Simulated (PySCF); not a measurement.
Species: trifluorosilane, F₃HSi.
Geometry (GFN2-xTB, Å), atoms numbered from 1 in this order:
```
atom  x, y, z in Å
F1    -0.4451    1.3477   -0.6200
Si2   -0.0100    0.0020    0.0850
F3    -0.8203   -1.1372   -0.6516
F4     1.4984   -0.2233   -0.3285
H5    -0.2144    0.0137    1.4980
```

Theory: TDDFT CAM-B3LYP/def2-SVPD, vertical, gas phase, core orbitals frozen in the response (PySCF 2.14.0, density-fitted response routines).

Transition dipole moments from the ground state, in atomic units and in the frame of the coordinates above (overall signs are arbitrary), for the states with f of 0.002 or more among the lowest 8:

```csv
state,E (eV),μx,μy,μz
S1,10.778,-0.371,-0.455,-0.042
S2,10.784,0.449,-0.372,0.066
S3,11.492,-0.066,0.003,0.450
S5,11.630,-0.381,0.303,-0.057
S6,11.635,0.301,0.384,0.039
S7,11.764,-0.137,0.084,-0.020
S8,11.773,-0.077,-0.137,-0.009
```

Task: Work out the oscillator strengths.

Result: f = (2/3) ΔE |μ|² with ΔE in hartree (27.2114 eV).

| state | \|μ\|² (au) | \|μ\| (D) | f |
| --- | --- | --- | --- |
| S1 | 0.346 | 1.50 | 0.091 |
| S2 | 0.345 | 1.49 | 0.091 |
| S3 | 0.207 | 1.16 | 0.058 |
| S5 | 0.240 | 1.25 | 0.068 |
| S6 | 0.240 | 1.24 | 0.068 |
| S7 | 0.026 | 0.41 | 0.008 |
| S8 | 0.025 | 0.40 | 0.007 |

Task: Label these states by symmetry in C3v.

Result: From a totally symmetric ground state, an allowed state transforms like the component of the dipole operator along its μ. Polarised along the main axis, so A1: S3. Polarised across the main axis, so E: S1, S2, S5, S6, S7 and S8.

Task: How is the summed strength of these states shared among x, y and z?

Result: (2/3) Σ ΔE μα² gives 0.165 for x, 0.167 for y and 0.060 for z, 0.392 in all.

Task: What peak molar absorption coefficient would the strongest computed level give as a lone Gaussian band 0.5 eV wide at half height?

Result: ε(max) = 2.175×10⁸ f / FWHM, with the width in cm⁻¹. S1/S2 (f summed): 2.175×10⁸ × 0.1825 / 4033 ≈ 9800 L mol⁻¹ cm⁻¹.

S1/S2, S5/S6 and S7/S8 coincide within about 0.01 eV; within a degenerate level the directions of the single components are arbitrary.

Without π bonds the low states may be Rydberg-like; a valence basis with one diffuse set may place them up to an eV too high.
